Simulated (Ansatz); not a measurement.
This geometry of H3P + H4O2Sn (11 atoms, charge 0, multiplicity 1) is a first-order saddle point.

All numbers below come from Ansatz, RKS PBE0-D4/def2-SVP.

```xyz
11
Properties=species:S:1:pos:R:3
Sn 0.143 0.148 0.029
O -0.021 0.024 2.154
H -0.891 -0.120 2.557
H 1.721 -0.211 -0.512
O -0.844 1.588 -0.933
H -1.613 1.216 -1.384
H -0.920 -1.198 -0.200
P 1.260 2.559 1.562
H 2.419 2.082 0.884
H 0.560 2.995 0.399
H 0.453 1.152 2.147
```

Task: Which two structures does it join? (They come from a converged band through this point; their orientation in space is the band's.)

Result: Bonds broken: Sn1–O2, P8–H11. Bonds formed: Sn1–P8, O2–H11. H3P + H4O2Sn becomes H2O + H5OPSn.

Initial state:

```xyz
11
Properties=species:S:1:pos:R:3
Sn -0.095 -0.406 -0.079
O -0.157 -0.323 1.905
H -1.041 -0.160 2.252
H 1.554 -0.539 -0.454
O -0.714 1.328 -0.830
H -1.664 1.357 -0.987
H -1.165 -1.633 -0.625
P 1.426 3.151 1.685
H 2.551 2.547 1.042
H 0.584 2.999 0.541
H 0.988 1.915 2.254
```

Final state:

```xyz
11
Properties=species:S:1:pos:R:3
Sn -0.037 0.599 -0.049
O 0.547 -0.446 2.543
H -0.285 -0.759 2.915
H 1.144 -0.589 -0.403
O -0.475 1.534 -1.773
H -0.912 0.955 -2.407
H -1.532 -0.031 0.523
P 0.791 2.551 1.298
H 2.073 2.531 0.671
H 0.245 3.499 0.382
H 0.708 0.389 3.004
```

Task: How far does it lie above each of them?

Result: 24.7 kcal/mol above the first and 35.2 kcal/mol above the second. This is the barrier of this one path; another mechanism may lie lower. The orbitals stay closed-shell, which can raise the energy where a bond breaks towards radicals; this wasn't checked here.

Time of the run: 7.2 min on 2 threads of Intel(R) Xeon(R) Platinum 8488C (Sapphire Rapids), with other jobs on the host, peak memory 0.28 GiB.
